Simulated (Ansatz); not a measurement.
Two isomers of C2H8BNSi: A = `BN[SiH2]C=C`, B = `B[SiH](C)N=C`.

Program: Ansatz. Geometries: PBE0-D4/def2-TZVP. ΔE: electronic, gas phase. CCSD(T)/CBS is the MP2 limit (def2-TZVPP, def2-QZVPP) plus CCSD(T) − MP2 in def2-TZVPP, frozen cores. DFT in def2-TZVPP. One conformer a species, not always the lowest.

A:

Z-matrix (Å, degrees):
```
Si
N 1 1.747
C 1 1.856 2 111.3
H 1 1.482 2 105.9 3 122.0
H 1 1.489 2 110.3 3 -118.3
B 2 1.398 1 127.2 3 -119.5
H 2 1.011 1 116.2 3 59.6
C 3 1.331 1 122.4 2 -119.6
H 3 1.089 1 119.3 2 60.5
H 6 1.198 2 119.0 1 -0.4
H 6 1.198 2 119.7 1 179.5
H 8 1.087 3 122.4 1 -179.7
H 8 1.087 3 121.5 1 0.2
```

B:

```xyz
13

B     0.8867    1.1851    1.5639
Si    0.2629    0.2105   -0.0775
C    -1.0108    1.1859   -1.0425
N    -0.4578   -1.3293    0.3383
C     0.0132   -2.4489    0.0170
H     0.9038    0.6962    2.6549
H     1.2943    2.3072    1.4609
H     1.4825    0.0004   -0.9373
H    -0.6113    2.1614   -1.3290
H    -1.2944    0.6487   -1.9503
H    -1.9119    1.3429   -0.4460
H    -0.4917   -3.3742    0.3210
H     0.9348   -2.5858   -0.5733
```

Task: Which is lower in electronic energy at CCSD(T)/CBS, and by how much? (Estimate.)

Result: The calculation gave: A, by 46.7 kcal/mol.

Task: Give E(B) − E(A) in kcal/mol with PBE0-D4, HF/def2-TZVPP, CCSD/def2-TZVPP, B2PLYP, MP2/def2-TZVPP, CCSD(T)/def2-TZVPP, PBE-D4. (Best estimate.)

Result: Computed: PBE0-D4 44.5, HF/def2-TZVPP 45.8, CCSD/def2-TZVPP 45.9, B2PLYP 46.5, MP2/def2-TZVPP 47.9, CCSD(T)/def2-TZVPP 46.1, PBE-D4 43.4. None reverses the order clearly.

Largest T1 diagnostic: 0.012.

From PBE to PBE0 (25 % exact exchange), in def2-TZVPP and without D4, E(B) − E(A) moves by +1.2 kcal/mol.
